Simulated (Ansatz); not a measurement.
Input file for `N[C](=O)[GeH2][Cl]`:

```yaml
crystal:
  periodic: [false, false, false]
  atoms:
    - {symbol: N, position_ang: [-0.994080, 0.855219, 0.821717]}
    - {symbol: C, position_ang: [-0.376465, -0.334676, 0.732349]}
    - {symbol: O, position_ang: [-0.518820, -1.255447, 1.507270]}
    - {symbol: Ge, position_ang: [0.871251, -0.596267, -0.801389]}
    - {symbol: Cl, position_ang: [0.886177, 1.233056, -1.977403]}
    - {symbol: H, position_ang: [-1.632506, 1.026296, 1.583266]}
    - {symbol: H, position_ang: [-0.826486, 1.574471, 0.138776]}
    - {symbol: H, position_ang: [2.300441, -0.828898, -0.305299]}
    - {symbol: H, position_ang: [0.378788, -1.720054, -1.716488]}
basis:
  gaussian: {orbitals: def2-TZVPP}
correlation: {method: ccsd_t}
```

```sh
$ ansatz run in.yaml --threads 4 --pin off --events-out ev --progress --plain --max-ram 10444MiB
```

Output of Ansatz, abridged:

```
Functional definition: HF
1475 factors; integrals over basis functions are off by at most 8.4e-4 eV
mean field evaluation 1: about -73589.2458 eV, gradient 4.4e1 eV
mean field evaluation 2: about -73589.4793 eV, gradient 4.4e1 eV
mean field evaluation 4: about -73593.5188 eV, gradient 5.0e0 eV
mean field evaluation 8: about -73593.6062 eV, gradient 5.4e-1 eV
mean field evaluation 16: about -73593.6082 eV, gradient 1.7e-6 eV
mean field -73593.60820825 eV, -2704.5152181139 hartree, gradient 1.7e-6 eV, S^2 0.000000; 0 other end points of the search recorded, 0 dependent functions left out
17 core orbitals not correlated: weight in the atoms' cores, before any rotation towards them, 1.000 or more for the frozen orbitals, at most 0.000 for the correlated occupied ones
reference -73593.60820825 eV, -2704.5152181139 hartree; 20, 20 occupied and 202, 202 virtual orbitals, 1475 factors
second order -28.27268017 eV of doubles, -0.00000000 eV of singles
cycle   1  -28.08154155 eV  change    1.9e-1 eV  update   1.3e-1
cycle   2  -28.84277522 eV  change   -7.6e-1 eV  update   4.2e-2
cycle   3  -29.02569143 eV  change   -1.8e-1 eV  update   2.3e-2
cycle   4  -29.01083631 eV  change    1.5e-2 eV  update   6.4e-3
cycle   5  -29.00342526 eV  change    7.4e-3 eV  update   3.1e-3
cycle   6  -29.00501816 eV  change   -1.6e-3 eV  update   9.9e-4
cycle   7  -29.00486591 eV  change    1.5e-4 eV  update   3.7e-4
cycle   8  -29.00466644 eV  change    2.0e-4 eV  update   1.2e-4
cycle   9  -29.00470020 eV  change   -3.4e-5 eV  update   5.8e-5
cycle  10  -29.00471938 eV  change   -1.9e-5 eV  update   2.2e-5
perturbative correction -1.24629979 eV, -0.0458006727 hartree
Total energy: -73623.85922742 eV, -2705.6269225636 hartree
```

It took 3.7 min on 4 threads of an Arm Neoverse V1 on a shared host, with 4.7 GiB of host memory at the peak.

The correlation energy is -30.251 eV, 4.1 % of it from (T); the T1 diagnostic reads 0.0139.
